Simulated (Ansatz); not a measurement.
GaGe22H32, a doped nanocrystal cut from the lattice of germanium (Ga on an inner site), relaxed as a doublet with UKS r2SCAN-D4/def2-SVP in Ansatz, starting from a model built from a lattice or polyhedron. Force threshold 0.03 eV/Å.

Single mean-field runs in def2-SVP are fitted with def2-universal-jkfit.

Start:

```xyz
55

Ge   -4.7503    0.3425   -1.1926
Ge    0.8149   -2.9663   -3.6332
Ge    3.1196    0.1434   -2.5861
Ge   -2.4515    3.4452   -0.1571
Ge    1.4767    3.3600   -0.8627
Ge   -0.8012    0.2521   -1.8933
Ge   -2.4105   -2.1023    0.9128
Ge    1.5219   -2.2109    0.2470
Ge   -0.1277    1.0012    1.9211
Ge    3.8218    0.9060    1.2753
Ge    2.2694   -1.4307    4.0994
Ge   -1.1245   -1.5268   -3.5328
Ge   -2.7830    1.6769   -1.8469
Ge   -4.3740   -0.6554    0.9814
Ge    1.1557    1.5849   -2.5271
Ge    1.2011   -3.9595   -1.4311
Ge    3.4926   -0.8610   -0.3694
Ge   -0.5146    4.7995   -0.7779
Ge   -2.0730    2.4306    2.0392
Ge    1.8566    2.3485    1.3343
Ga   -0.4483   -0.7459    0.3066
Ge    1.8826   -3.2008    2.4262
Ge    0.2473    0.0264    4.1774
H    -5.9850    1.2443   -1.1439
H    -4.9723   -0.7559   -2.2343
H     0.6440   -4.0342   -4.6663
H     2.0551   -2.1413   -4.0213
H     4.3614    0.9934   -2.9938
H     2.9277   -0.9364   -3.6068
H    -3.6888    4.3386   -0.1084
H     2.7069    4.1888   -1.2257
H    -2.6241   -3.1625   -0.1044
H    -2.1809   -2.7046    2.2847
H     5.0526    1.7266    0.8904
H     4.0461    0.2676    2.6534
H     3.4598   -0.5857    3.7017
H     2.4807   -2.0497    5.4747
H    -1.3649   -0.9097   -4.9255
H    -2.3579   -2.3423   -3.1786
H    -3.0005    2.2979   -3.1969
H    -5.5682   -1.4581    1.3673
H    -4.1919    0.4561    2.0613
H     0.9036    2.2225   -3.8878
H     2.4272   -4.8685   -1.4842
H    -0.0211   -4.7955   -1.0488
H     4.7152   -1.7394   -0.4461
H    -0.7131    5.4306   -2.1622
H    -0.2715    5.8924    0.2640
H    -1.8750    3.5456    3.0716
H    -3.3045    1.6327    2.4285
H     2.0697    3.4597    2.3783
H     0.6765   -4.0634    2.8095
H     3.1119   -4.0682    2.3739
H    -0.9705   -0.8254    4.5638
H     0.4499    1.0864    5.2013
```

Question: Estimate the energy that the relaxation releases and the steps that it takes.

Answer: 128.3 kJ/mol, in 10 steps; 81 s on 11 threads of AMD EPYC 7R13 on a shared host and a whole NVIDIA H100 80GB HBM3. No frequencies were taken in this run, so the end may be a saddle point.

Question: Does the start keep its bonding?

Answer: By distances, no bond broke or formed. The bond that changes most is Ge8–Ga21, from 2.46 to 2.53 Å (atoms count from 1).

Question: Predict the relaxed structure.

Answer: 
```xyz
55

Ge   -4.658    0.247   -1.181
Ge    0.606   -3.209   -3.695
Ge    3.282    0.356   -2.640
Ge   -2.382    3.428   -0.090
Ge    1.480    3.383   -0.832
Ge   -0.628    0.159   -1.833
Ge   -2.395   -2.232    0.990
Ge    1.587   -2.024    0.053
Ge   -0.056    1.095    2.058
Ge    3.910    1.057    1.161
Ge    1.956   -1.592    4.214
Ge   -1.124   -1.520   -3.524
Ge   -2.663    1.566   -1.635
Ge   -4.495   -1.016    0.882
Ge    1.211    1.616   -2.489
Ge    1.256   -3.902   -1.463
Ge    3.570   -0.710   -0.476
Ge   -0.507    4.782   -0.832
Ge   -1.904    2.679    2.172
Ge    1.886    2.393    1.362
Ga   -0.539   -0.726    0.518
Ge    1.718   -3.060    2.292
Ge    0.280    0.161    4.278
H    -5.849    1.227   -1.132
H    -4.889   -0.704   -2.372
H     0.101   -4.417   -4.507
H     1.826   -2.625   -4.426
H     4.463    1.311   -2.915
H     3.232   -0.685   -3.775
H    -3.689    4.254   -0.129
H     2.715    4.224   -1.235
H    -2.486   -3.385   -0.034
H    -2.322   -2.886    2.386
H     5.060    1.957    0.657
H     4.343    0.464    2.516
H     3.370   -0.987    4.194
H     1.854   -2.486    5.468
H    -1.327   -0.821   -4.885
H    -2.452   -2.204   -3.143
H    -2.795    2.171   -3.061
H    -5.718   -1.951    0.989
H    -4.569   -0.020    2.055
H     0.857    2.239   -3.861
H     2.549   -4.745   -1.515
H     0.141   -4.783   -0.866
H     4.782   -1.673   -0.503
H    -0.757    5.330   -2.252
H    -0.314    5.981    0.118
H    -1.523    3.905    3.030
H    -3.146    2.026    2.809
H     2.152    3.545    2.362
H     0.443   -3.913    2.446
H     2.922   -4.032    2.229
H    -1.048   -0.475    4.738
H     0.682    1.222    5.324
```
Bond lengths: 26 × Ge–Ge 2.42 to 2.48 Å; 4 × Ga–Ge 2.43 to 2.53 Å; 32 × Ge–H 1.54 to 1.55 Å.
